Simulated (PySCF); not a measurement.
Match the calculated data to a structure.

All candidates are C10H8N2.

| technique | computed result |
| --- | --- |
| Dipole | 5.36 D [PBE0/pcSseg-1] |
| 1H NMR | chemical shifts (computed TMS as zero) by class: 6.48 (1 H), 6.37 (1 H), 6.29 (1 H), 6.25 (1 H), 2.45 (2 H), 2.40 (2 H) ppm [GIAO PBE0/pcSseg-1] |
| Rotational structure | rotational constants A, B, C: 1.213, 0.450, 0.384 GHz [GFN2-xTB] |
| 13C NMR | chemical shifts (computed TMS as zero) by class: 142.1 (1 C), 141.9 (1 C), 140.3 (1 C), 132.3 (1 C), 122.8 (1 C), 111.4 (1 C), 83.1 (1 C), 77.0 (1 C), 35.1 (1 C), 18.8 (1 C) ppm [GIAO PBE0/pcSseg-1] |
| NMR, other nuclei | isotropic shieldings of nuclei other than C and H, by class: -50 (1 N), -36 (1 N) ppm [GIAO PBE0/pcSseg-1] |

The electronic properties come from PySCF, for the isolated species, density fitting. Levels stand in brackets. Isolated species at its GFN2-xTB geometry (one conformer only). NMR values are class means; diastereotopic atoms form classes of their own.

Question: Which candidate is it?
A. `C#Cc1nncc(CC)c1C#C`
B. `C=C(C#CC#N)/C=C/CCC#N`
C. `c1ccc(-c2ccnnc2)cc1`
D. `c1ccc(-c2cccnn2)cc1`
E. `c1cncc(-c2ccncc2)c1`

Answer: B. It is `C=C(C#CC#N)/C=C/CCC#N`. Numbering: `[CH2:1]=[C:2]([C:3]#[C:4][C:5]#[N:6])/[CH:7]=[CH:8]/[CH2:9][CH2:10][C:11]#[N:12]`. Its formula, C10H8N2, gives 8 degrees of unsaturation: 0 rings and 8 π bonds in the structure found. 10 carbons fall into 10 classes; from least to most shielded: terminal =CH2 carbon [C1] (142.1 ppm), alkene CH carbon [C8] (141.9 ppm), alkene CH carbon [C7] (140.3 ppm), fully substituted alkene carbon [C2] (132.3 ppm), nitrile carbon [C11] (122.8 ppm), nitrile carbon [C5] (111.4 ppm), alkyne carbon [C3] (83.1 ppm), alkyne carbon [C4] (77.0 ppm), allylic carbon [C9] (35.1 ppm), sp3 carbon next to a nitrile [C10] (18.8 ppm). Hydrogen classes from least to most shielded: 1 H on an alkene CH carbon, C7 (6.48 ppm), 1 H on a terminal =CH2 carbon, C1 (6.37 ppm), 1 H on an alkene CH carbon, C8 (6.29 ppm), 1 H on a terminal =CH2 carbon, C1 (6.25 ppm), 2 H on an allylic carbon, C9 (2.45 ppm), 2 H on an sp3 carbon next to a nitrile, C10 (2.40 ppm). The other shieldings belong to: -50 ppm, nitrile nitrogen [N6]; -36 ppm, nitrile nitrogen [N12]. The optimised geometry has point group C1 and is an asymmetric top.

The others, at the same levels:
- `C#Cc1nncc(CC)c1C#C` fails: its computed 13C shifts are 152.2 (1 C), 150.8 (1 C), 149.1 (1 C), 128.0 (1 C), 104.2 (1 C), 95.9 (1 C), 85.2 (1 C), 82.0 (1 C), 29.7 (1 C), 18.5 (1 C) ppm, 1H shifts are 9.38 (1 H), 3.61 (1 H), 3.31 (1 H), 2.85 (2 H), 1.27 (3 H) ppm and rotational constant A is 1.353 GHz (against 1.213 GHz).
- `c1ccc(-c2ccnnc2)cc1` fails: it has 8 carbon classes against 10; its computed 13C shifts are 155.7 (1 C), 154.1 (1 C), 143.5 (1 C), 143.1 (1 C), 135.3 (1 C), 135.2 (2 C), 133.8 (2 C), 127.5 (1 C) ppm, 1H shifts are 9.74 (1 H), 9.67 (1 H), 7.89 (2 H), 7.88 (2 H), 7.83 (1 H), 7.50 (1 H) ppm and rotational constant A is 3.011 GHz (against 1.213 GHz).
- `c1cncc(-c2ccncc2)c1` fails: it has 8 carbon classes against 10; its computed 13C shifts are 156.6 (2 C), 156.0 (1 C), 154.7 (1 C), 152.6 (1 C), 141.2 (1 C), 141.0 (1 C), 128.7 (1 C), 127.1 (2 C) ppm, 1H shifts are 9.18 (1 H), 9.12 (2 H), 9.09 (1 H), 8.07 (1 H), 7.59 (1 H), 7.53 (2 H) ppm and rotational constant A is 3.023 GHz (against 1.213 GHz).
- `c1ccc(-c2cccnn2)cc1` fails: it has 8 carbon classes against 10; its computed 13C shifts are 160.3 (1 C), 153.7 (1 C), 139.7 (1 C), 136.9 (1 C), 134.4 (2 C), 131.6 (2 C), 130.5 (1 C), 124.1 (1 C) ppm, 1H shifts are 9.45 (1 H), 9.19 (2 H), 8.11 (1 H), 7.85 (2 H), 7.77 (1 H), 7.49 (1 H) ppm and rotational constant A is 2.977 GHz (against 1.213 GHz).

Each candidate is one conformer, not necessarily the lowest. The conformers computed, where there is a choice (atom-mapped SMILES and torsion angles):
- `[CH2:1]=[C:2]([C:3]#[C:4][C:5]#[N:6])/[CH:7]=[CH:8]/[CH2:9][CH2:10][C:11]#[N:12]`: C1–C2–C7–C8 180°, C7–C8–C9–C10 115°, C8–C9–C10–C11 -61°
- `[CH:1]#[C:2][c:3]1[n:4][n:5][cH:6][c:7]([CH2:8][CH3:9])[c:10]1[C:11]#[CH:12]`: C6–C7–C8–C9 92°
- `[cH:1]1[cH:2][cH:3][c:4](-[c:5]2[cH:6][cH:7][n:8][n:9][cH:10]2)[cH:11][cH:12]1`: C3–C4–C5–C6 39°
- `[cH:1]1[cH:2][n:3][cH:4][c:5](-[c:6]2[cH:7][cH:8][n:9][cH:10][cH:11]2)[cH:12]1`: C4–C5–C6–C7 -139°
- `[cH:1]1[cH:2][cH:3][c:4](-[c:5]2[cH:6][cH:7][cH:8][n:9][n:10]2)[cH:11][cH:12]1`: C3–C4–C5–C6 180°
